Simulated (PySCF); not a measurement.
**Ru: excitation energy**

Ru [Kr] 4d7 5s1 (5F) → Ru [Kr] 4d8 (3F), as a difference of total energies. All numbers are calculated (PySCF 2.14, a scalar-relativistic core potential, in aug-cc-pwCVTZ-PP with ECP28MDF (8s8p7d4f3g, 122 functions)). Correlated levels: valence: 4s2 4p6 frozen; valence and next inner shell: nothing frozen outside the core potential. The calculations carry no spin-orbit coupling.

```tsv
method	excitation energy (cm⁻¹)
UHF	18534
LDA	9125.6
PBE	9708.3
PBE0	10668
r2SCAN	12735
BP86	9615.2
M06-L	12046
wB97M-V	7688.2
MP2 (valence)	9060.1
SCS-MP2 (valence)	6737.3
MP2 (valence and next inner shell)	9122.3
SCS-MP2 (valence and next inner shell)	7970.3
```
